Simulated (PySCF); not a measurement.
Species: C₇H₁₃BO₂.
Cartesian coordinates in Å at the PBE0-D3(BJ)/def2-SVP level; atoms count from 1:
```
atom  x, y, z in Å
O1     3.2864   -0.3075    0.6874
B2     2.6347    0.7655    0.1574
O3     3.3708    1.8926   -0.0923
C4     1.1101    0.6473   -0.1268
C5     0.5409   -0.6887   -0.5837
C6    -0.5605   -0.7132   -1.6342
C7    -1.9618   -0.5343   -1.0522
C8    -2.0111    0.5852   -0.0207
C9    -1.1359    0.2440    1.1811
C10    0.2584   -0.1978    0.7991
H11    4.2222   -0.1194    0.8159
H12    2.8416    2.6032   -0.4636
H13    0.5990    1.5181   -0.5571
H14    1.2818   -1.4900   -0.6599
H15   -0.3730    0.0746   -2.3847
H16   -0.5117   -1.6655   -2.1851
H17   -2.2789   -1.4731   -0.5636
H18   -2.6822   -0.3492   -1.8651
H19   -3.0460    0.7581    0.3143
H20   -1.6810    1.5328   -0.4837
H21   -1.0840    1.0954    1.8809
H22   -1.6155   -0.5814    1.7368
H23    0.8161   -0.6907    1.6018
```

The closed-shell ground state was solved at several levels (PySCF, density fitting, gas phase, non-relativistic).

```csv
level,basis functions,total energy (Eh),HOMO (eV),LUMO (eV),gap (eV),dipole (D)
PBE0/pcSseg-1,235,-449.4013,-7.48,1.24,8.72,1.29
CAM-B3LYP/def2-SVPD,310,-449.4539,-8.89,0.65,9.54,1.28
```

**Question.** What might B97-2/pcSseg-1 (235 basis functions) give for the same quantities?

**Answer.** Total energy -449.7651 Eh, HOMO -7.23 eV, LUMO 1.24 eV, gap 8.47 eV, dipole 1.28 D.

**Question.** Over all these levels, which gives the widest orbital gap and which the narrowest?

**Answer.** CAM-B3LYP/def2-SVPD (range-separated hybrid) has the widest, 9.54 eV, and B97-2/pcSseg-1 (global hybrid, 21 % exact exchange) the narrowest, 8.47 eV. Functional and basis both differ between the two, so the spread mixes both effects.

**Question.** How far do the dipole and the HOMO energy spread over the levels?

**Answer.** The dipole runs from 1.28 to 1.29 D (mean 1.28 D) and the HOMO from -8.89 to -7.23 eV.

One conformer stands for the species.
